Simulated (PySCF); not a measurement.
Atom-mapped SMILES (the numbers label the heavy atoms): `[O:1]=[C:2]([CH2:3][O:4][SiH3:5])[SiH2:6][OH:7]`; H(Xn) means a hydrogen on atom n.

[PySCF 2.14.0 with density-fitted response routines: structure optimised with GFN2-xTB; PBE0/pcSseg-1 with gauge-including orbitals; equivalent nuclei averaged; non-relativistic; no solvent; one computed conformer]

δ = σ(ref) − σ, references computed at the same level: $^{13}$C (186.93 ppm) and $^{1}$H (31.72 ppm) and $^{29}$Si (349.16 ppm) vs TMS; $^{17}$O (336.08 ppm) against H2O.

```tsv
atoms	nucleus	count	Hirshfeld charge	δ (ppm)
Si5	$^{29}$Si	1	0.33	-42.5
H(Si5)	$^{1}$H	3	-0.10	?
O7	$^{17}$O	1	-0.30	4.2
Si6	$^{29}$Si	1	0.41	-46.1
H(C3)	$^{1}$H	2	0.05	5.31
C3	$^{13}$C	1	0.00	80.5
O4	$^{17}$O	1	-0.22	?
H(O7)	$^{1}$H	1	0.19	?
C2	$^{13}$C	1	0.09	250.7
O1	$^{17}$O	1	-0.17	750.7
H(Si6)	$^{1}$H	2	-0.07	4.99
```

**Question.** Estimate the values marked ?.

**Answer.** 
- H(Si5): 5.14 ppm, hydrogen on a silicon bonded to O
- H(O7): 1.17 ppm, hydrogen on an oxygen bonded to Si; labile proton, position sensitive to the medium
- O4: -6.2 ppm, oxygen bonded to C, Si

The OH or NH signal is concentration- and solvent-dependent in practice; the value given is the gas-phase one. Shifts are as computed. Against solution values, carbons near 30 ppm lie about +3 ppm off and those near 130 ppm about +5 ppm. Of 1211 compounds with measured shifts, 218 miss one by over three times the rms of a fit or turn the order of signals round; such compounds aren't used in these exercises. Unscaled 17O shifts of doubly bonded oxygen tend to come out too high, by tens of ppm or more. Experimental scales use liquid or dissolved standards, which lie at an offset from isolated H2O (liquid H2O: subtract about 36 ppm).
